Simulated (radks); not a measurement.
Zn XVI, configuration [Ne] 3s2 3p3. Method: scalar-relativistic Kohn-Sham, PBEsol, spin-polarised, spherical densities, point nucleus; open shells are filled with parallel spins first; computed with a radial shooting solver on a logarithmic mesh with Libxc functionals.

Normalised radial functions P(r) = r R(r), r in bohr:

r          2p up
0.003672  0.0116
0.004593  0.0176
0.005701  0.0262
0.007132  0.0395
0.008923  0.0595
0.01116   0.0891
0.01397   0.1324
0.01747   0.1951
0.02186   0.2842
0.02735   0.4078
0.03421   0.5744
0.0428    0.7904
0.05355   1.0566
0.06646   1.3517
0.08315   1.6721
0.104     1.9615
0.1301    2.1561
0.1628    2.1892
0.2037    2.0177
0.2548    1.6524
0.3188    1.1717
0.3989    0.6972
0.499     0.3343
0.6193    0.1275
0.7748    0.0338
0.9694    0.0059
1.213     0.0006
1.517     0.0000
1.898     0.0000

2p up: eigenvalue -1528.1 eV, 0 radial nodes, <r> = 0.196 bohr, 90 % of the charge inside 0.320 bohr.
